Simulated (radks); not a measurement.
All-electron atom: Re58+ in [Ne] 3s2 3p5. Calculated with a radial shooting solver on a logarithmic mesh with Libxc functionals: Dirac Kohn-Sham, exchange-only PBE, spin-unpolarised, spherical densities, finite nucleus; open shells fill j = l - 1/2 first; Fermi nuclear charge, rms radius 5.3698 fm. Some entries of the table are withheld. Estimate them.

orbital,occ.,eigenvalue (hartree),<1/r> (bohr^-1),<r> (bohr)
1s1/2,2,-2790.911,88.72,0.01804
2s1/2,2,(1),(2),0.07487
2p1/2,2,-594.6502,21.77,(3)
2p3/2,4,-540.7584,18.21,(4)
3s1/2,2,-240.8740,8.684,0.1832
3p1/2,2,(5),(6),(7)
3p3/2,3,(8),(9),(10)

Answer. 
(1) 2s1/2 eigenvalue (hartree): -612.5330
(2) 2s1/2 <1/r> (bohr^-1): 21.85
(3) 2p1/2 <r> (bohr): 0.06185
(4) 2p3/2 <r> (bohr): 0.06967
(5) 3p1/2 eigenvalue (hartree): -234.1241
(6) 3p1/2 <1/r> (bohr^-1): 8.605
(7) 3p1/2 <r> (bohr): 0.1722
(8) 3p3/2 eigenvalue (hartree): -220.1417
(9) 3p3/2 <1/r> (bohr^-1): 7.649
(10) 3p3/2 <r> (bohr): 0.1841
